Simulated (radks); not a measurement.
Question: Coherent X-ray form factor from a spherical all-electron density. Method: Dirac Kohn-Sham, relativistic LDA (MacDonald-Vosko exchange, VWN5 correlation), spin-unpolarised, spherical densities, finite nucleus; Fermi nuclear charge, rms radius of each element as measured or else 0.836 A^(1/3) + 0.57 fm; computed with a radial shooting solver on a logarithmic mesh with Libxc functionals.

sin(theta)/lambda (1/angstrom)  f0 (electrons)
0.05                                    45.838
0.1                                     45.358
0.15                                    44.577
0.2                                     43.523
0.25                                    42.231
0.3                                     40.745
0.4                                     37.370
0.5                                     33.769
0.6                                     30.261
0.8                                     24.333
1                                       20.237
1.25                                    17.051
1.5                                     14.856
2                                       11.119

The species is in the configuration that NIST lists as its ground one. Which atom or ion scatters so?

Answer: The samarium ion Sm16+, [Kr] 4d10. Extrapolating in s^2 from the first two rows gives f0(0) = 46.0, near the electron count 46; among species with that count, the fall with angle is slower the higher Z, and the table is that of Z = 62; from so few rows the species is fixed only to a neighbour or two.
